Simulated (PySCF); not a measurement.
Molecule: SMILES c1cc(C=O)ccc1B (C7H7BO). Atoms near the plane z = 0.0 Å, at the GFN2-xTB optimised geometry (x, y, z in Å): B1 (-1.5, -2.4, 0.0), C2 (-0.7, -1.1, 0.0), C3 (-1.4, 0.1, 0.0), C4 (-0.7, 1.3, 0.0), C5 (0.7, 1.3, 0.0), C6 (1.5, 2.5, 0.0), O7 (2.7, 2.6, 0.0), C8 (1.4, 0.1, 0.0), C9 (0.7, -1.1, 0.0), H10 (-2.7, -2.4, 0.0), H11 (-1.0, -3.5, 0.0), H12 (-2.5, 0.2, 0.0), H13 (-1.2, 2.3, 0.0), H14 (0.9, 3.5, 0.0), H15 (2.5, 0.1, 0.0), H16 (1.2, -2.1, 0.0).

Computed with CAM-B3LYP/def2-TZVP in PySCF. Cells within 0.4 Å of a nucleus heavier than hydrogen are left out (blank, or x). The values are rescaled to run from 0 to 1.

```
|11111111111111111111111111111|
|11111111111111111111111111111|
|11111111111111111111111111111|
|11111111111111111111111111111|
|11111111111111111111111111111|
|11111111111111115411122111111|
|11111111111111116821353111111|
|11111111110111112xx7xx4111111|
|11111111111631002xx65x4111111|
|11111111112761114830232111111|
|111111111113xx65x510111111111|
|111111111113xx8xx310111111111|
|11111111112771116721111111111|
|1111111156xx30003xx4411111111|
|1111111177xx20001xx8910111111|
|11111111122851015833211111111|
|111111111015x453x611111111111|
|111111111114xx8xx211111111111|
|11111111113762327621111111111|
|11111112334641015921111111111|
|1111111886xx21111101111111111|
|1111111354x631111111111111111|
|11111111224851111111111111111|
|11111111112541111111111111111|
|11111111111111111111111111111|
|11111111111111111111111111111|
|11111111111111111111111111111|
|11111111111111111111111111111|
|11111111111111111111111111111|
```
Scale: ten equal steps from 0.000 (start of '0') to 1.00 (end of '9'), in the order '0123456789'; x runs from -5.50 to 5.50, y from -5.50 (bottom) to 5.50 (top).

Question: Which quantity is mapped?
A. Laplacian of the electron density
B. deformation density (molecule minus spherical neutral atoms)
C. electron localisation function
D. an orbital amplitude

Answer: B, deformation density (molecule minus spherical neutral atoms). In full: deformation density (molecule minus spherical neutral atoms) (e/bohr³).
